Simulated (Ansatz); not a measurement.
Hf(OH)4 (HfO₄H₄): single points at one geometry.

```yaml
crystal:
  periodic: [false, false, false]
  atoms:
    - {symbol: Hf, position_ang: [-0.000130, 0.000048, -0.000095]}
    - {symbol: O, position_ang: [-0.435159, 0.159887, 1.874733]}
    - {symbol: H, position_ang: [-0.654291, 0.246572, 2.797890]}
    - {symbol: O, position_ang: [1.899126, 0.251835, -0.243424]}
    - {symbol: H, position_ang: [2.837262, 0.375852, -0.354220]}
    - {symbol: O, position_ang: [-0.962122, 1.343133, -1.000338]}
    - {symbol: H, position_ang: [-1.441159, 1.999345, -1.497992]}
    - {symbol: O, position_ang: [-0.502265, -1.754746, -0.631241]}
    - {symbol: H, position_ang: [-0.741273, -2.621917, -0.945315]}
basis:
  gaussian: {orbitals: def2-TZVP, initial_orbitals: start.molden}
hamiltonian: {xc: pbe0, dispersion: d4}
scf: {omitted_lower_state_checks: [starts]}
output: {forces: true, orbitals: {seedname: orbitals}}
```

The file start.molden holds the orbitals of an earlier run on this structure, at another level or in another basis.

```sh
$ ansatz run in.yaml --threads 4 --pin off --events-out ev --progress --plain --max-ram 3916MiB
```

Shortened log:

```
Functional definition: PBE0
1173 factors; their error is unknown
mean field evaluation 1: about -9557.2948 eV, gradient 1.8e2 eV
mean field evaluation 2: about -9561.7621 eV, gradient 5.0e0 eV
mean field evaluation 4: about -9561.8661 eV, gradient 2.9e-1 eV
mean field evaluation 8: about -9561.8662 eV, gradient 8.3e-6 eV
mean field -9561.86619067 eV, -351.3921012413 hartree, gradient 8.3e-6 eV, S^2 0.000000; 0 other end points of the search recorded, 0 dependent functions left out
reference -9561.86622485 eV, -351.3921024974 hartree; 24, 24 occupied and 164, 164 virtual orbitals, 1173 factors
Total energy: -9561.99306312 eV, -351.3967637180 hartree
Atom 0 at    -0.000130     0.000048    -0.000095 Å, force     0.000355    -0.000233     0.000324 eV/Å
Atom 1 at    -0.435159     0.159887     1.874733 Å, force    -0.014147     0.004426     0.057206 eV/Å
Atom 2 at    -0.654291     0.246572     2.797890 Å, force     0.045489    -0.018578    -0.194806 eV/Å
Atom 3 at     1.899126     0.251835    -0.243424 Å, force     0.058016     0.008815    -0.007325 eV/Å
Atom 4 at     2.837262     0.375852    -0.354220 Å, force    -0.197995    -0.025378     0.023502 eV/Å
Atom 5 at    -0.962122     1.343133    -1.000338 Å, force    -0.028770     0.041023    -0.031563 eV/Å
Atom 6 at    -1.441159     1.999345    -1.497992 Å, force     0.101462    -0.138496     0.104248 eV/Å
Atom 7 at    -0.502265    -1.754746    -0.631241 Å, force    -0.015099    -0.054149    -0.018469 eV/Å
Atom 8 at    -0.741273    -2.621917    -0.945315 Å, force     0.050690     0.182572     0.066882 eV/Å
Dipole moment:     0.000320    -0.000065     0.000196 e Å
Checks for a lower state left out: starts
```

Hardware: 4 threads of Arm Neoverse V2 on a shared host. Wall time 2.9 s.

Geometry: PBE0-D4/def2-SVP.

In the def2 sets Hf takes a core potential; there is no spin–orbit coupling.
